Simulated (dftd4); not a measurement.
C2H6N, charge -1, singlet, geometry from GFN2-xTB; D4 for tpssh (dftd4).

Here is a job for dftd4.
```
$ dftd4 mol.xyz --func tpssh --charge -1 --json dftd4.json --noedisp --property

# file mol.xyz
9

C     -0.00450711    -0.16012117     1.14423294
N      0.05359214     0.63577940    -0.00002007
C     -0.02236646    -0.15868797    -1.14422288
H      0.82977693    -0.94369191     1.23989698
H      0.05529176     0.46516035     2.04681331
H     -0.95658511    -0.79311257     1.25393224
H      0.81031525    -0.94213013    -1.25387748
H      0.02334443     0.46772410    -2.04684276
H     -0.97604679    -0.79155078    -1.23984221
```

Output, abridged:

```
                    ____  _____ _____     ____  _  _
      -------------|  _ \|  ___|_   _|---|  _ \| || |------------
     |             | | | | |_    | | ___ | | | | || |_           |
     |             | |_| |  _|   | ||___|| |_| |__   _|          |
     |             |____/|_|     |_|     |____/   |_|            |
     |             ===================================           |
     |            E. Caldeweyher, S. Ehlert & S. Grimme          |
     |          Mulliken Center for Theoretical Chemistry        |
     |                    University of Bonn                     |
      -----------------------------------------------------------

Rational (Becke-Johnson) damping: tpssh-D4-ATM
---------------------
  s6         1.0000
  s8         1.8590
  s9         1.0000
  a1         0.4429
  a2         4.6023
 alp        16.0000
--------------------

Atomic data, radii in Ångström:
------------------------------------------------------
   Z          R(cov)      r4/r2   hardness         EN
------------------------------------------------------
   6 C        1.0000     1.6431     0.4220     2.5500
   7 N        0.9467     1.4350     0.5044     3.0400
   1 H        0.4267     1.0622     0.4726     2.2000
------------------------------------------------------

Atomic reference systems (in atomic units):
----------------------------------------------------------------------------
   Z        #      CN     q+Z       C6(AA)   #      CN     q+Z       C6(AA)
----------------------------------------------------------------------------
   6 C      1  0.0000  6.0000      49.3833   2  0.9189  5.8288      52.1688
            3  1.9079  5.8579      35.6972   4  2.8312  5.7775      35.8445
            5  3.7487  5.7435      28.6317   6  2.9183  5.8956      32.2504
            7  0.8556  6.2103      25.6194
   7 N      1  0.0000  7.0000      25.3714   2  0.8583  6.6470      32.5496
            3  1.8399  6.6987      28.5877   4  2.5804  6.1757      42.3910
            5  0.9809  7.0000      18.1534
   1 H      1  0.0000  1.0000       7.6362   2  0.8942  1.0000       3.0374
----------------------------------------------------------------------------

Atomic properties (in atomic units):
----------------------------------------------------------------------------
     #    Z              CN          q      C6(AA)        C8(AA)   alpha(0)
----------------------------------------------------------------------------
     1    6 C        3.7189    -0.1842     27.0848      783.3387     7.5210
     2    7 N        1.8186    -0.5682     36.3733      802.4239     8.9689
     3    6 C        3.7189    -0.1842     27.0848      783.3387     7.5210
     4    1 H        0.9123    -0.0109      3.2577       39.3804     2.8232
     5    1 H        0.9233    -0.0098      3.2348       39.1033     2.8127
     6    1 H        0.9123    -0.0109      3.2577       39.3804     2.8232
     7    1 H        0.9123    -0.0109      3.2577       39.3804     2.8232
     8    1 H        0.9233    -0.0098      3.2348       39.1033     2.8127
     9    1 H        0.9123    -0.0109      3.2577       39.3804     2.8232
----------------------------------------------------------------------------

Molecular properties (in atomic units):
----------------------------------------
 molecular C6                 741.1066
 molecular C8               14830.0320
----------------------------------------

Dispersion energy:      -6.6375603749698E-03 Eh

[Info] JSON dump of results written to 'dftd4.json'
```
